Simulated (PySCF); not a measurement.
First SCF of a structure search on quartet TaH₂, at a hand-made linear geometry. PySCF input:

```python
from pyscf import gto, scf, dft
mol = gto.M(atom='''
Ta     0.000000     0.000000     0.000000
H      0.000000     0.000000     1.780000
H      0.000000     0.000000    -1.780000''',
    basis={'Ta': 'def2-TZVP', 'H': 'def2-TZVP'},
    ecp={'Ta': 'def2-TZVP'},
    charge=0, spin=3)
mf = dft.UKS(mol, xc='PBE0')
mf.grids.atom_grid = (50, 194)
aux = {'Ta': 'def2-universal-JKFIT', 'H': 'def2-universal-JKFIT'}
mf = mf.density_fit(auxbasis=aux)
mf.conv_tol = 1e-08
mf.diis_space = 10
mf.max_cycle = 60
mf.init_guess = 'minao'
mf.verbose = 4
mf.kernel()
```

Excerpt of the output (cycles alone):

```
init E= -39.6042003001285
cycle= 1 E= -57.8981221134732  delta_E= -18.3  |g|= 0.339  |ddm|= 3.33
cycle= 2 E= -57.9355456649144  delta_E= -0.0374  |g|= 0.209  |ddm|= 0.812
cycle= 3 E= -57.9620759311914  delta_E= -0.0265  |g|= 0.0358  |ddm|= 0.387
cycle= 4 E= -57.9628379507015  delta_E= -0.000762  |g|= 0.00418  |ddm|= 0.0571
cycle= 5 E= -57.9628606909374  delta_E= -2.27e-05  |g|= 0.0011  |ddm|= 0.0112
cycle= 6 E= -57.9628633336616  delta_E= -2.64e-06  |g|= 0.00016  |ddm|= 0.00567
cycle= 7 E= -57.9628633901458  delta_E= -5.65e-08  |g|= 2.27e-05  |ddm|= 0.000751
cycle= 8 E= -57.9628633911053  delta_E= -9.59e-10  |g|= 4.81e-06  |ddm|= 7.51e-05
Extra cycle  E= -57.9628633911464  delta_E= -4.11e-11  |g|= 2.52e-06  |ddm|= 1.38e-05
converged SCF energy = -57.9628633911464  <S^2> = 3.7586661  2S+1 = 4.0043307
```

This is not the lowest solution: another start and a stability analysis within the same unrestricted form found one 110.3 kJ/mol lower, at -58.00489 Eh.

Other spin states or occupations of the open shell can lie lower. Spin–orbit coupling, left out here, can matter for elements this heavy.

The search for the lowest solution, 3 starts and the stability check together, took 3.6 s on 2 threads of a shared Arm Neoverse V2 host, with 52 basis functions; the process peaked at 0.34 GiB. Launch command: `OMP_NUM_THREADS=2 python axn.py task.json out`.
